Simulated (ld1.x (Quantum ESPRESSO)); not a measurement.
**u(r) = r·R(r): atom against pseudo-atom (hydrogen (H))**

Columns: radius, all-electron u(r) and pseudo u(r) of the 1s shell (level -6.36 eV) of hydrogen in the configuration 1s1; LDA (PZ), non-relativistic, ultrasoft scheme, ld1.x (Quantum ESPRESSO) 7.5.

```tsv
r (bohr)	all-electron	pseudo
0.055	0.0964	0.0730
0.110	0.1824	0.1449
0.165	0.2590	0.2147
0.220	0.3268	0.2813
0.275	0.3867	0.3438
0.330	0.4393	0.4016
0.385	0.4853	0.4541
0.440	0.5252	0.5009
0.495	0.5596	0.5419
0.550	0.5890	0.5771
0.605	0.6139	0.6067
0.660	0.6347	0.6310
0.715	0.6518	0.6504
0.770	0.6655	0.6654
0.825	0.6762	0.6767
0.880	0.6841	0.6847
0.935	0.6896	0.6900
0.990	0.6929	0.6931
1.045	0.6942	0.6942
1.100	0.6937	0.6937
1.155	0.6917	0.6917
1.210	0.6882	0.6882
1.265	0.6834	0.6834
1.320	0.6775	0.6775
1.375	0.6707	0.6707
1.430	0.6629	0.6629
```

How many radial nodes do the two functions have?

The all-electron 1s function has n − l − 1 = 0; the pseudo-wave has 0.

At about which radius was the pseudo-wave matched?

1.10 bohr. The columns agree to 0.0005 from 0.94 bohr on; several derivatives are matched, so the curves merge somewhat inside the radius.

Where does each function peak?

Outermost all-electron maximum near 1.04 bohr, pseudo maximum near 1.04 bohr (to the table’s step).

Is the pseudo-wave norm-conserving?

No, it belongs to an ultrasoft set: the norm inside the radius is not constrained, and the difference is carried by the augmentation charge.
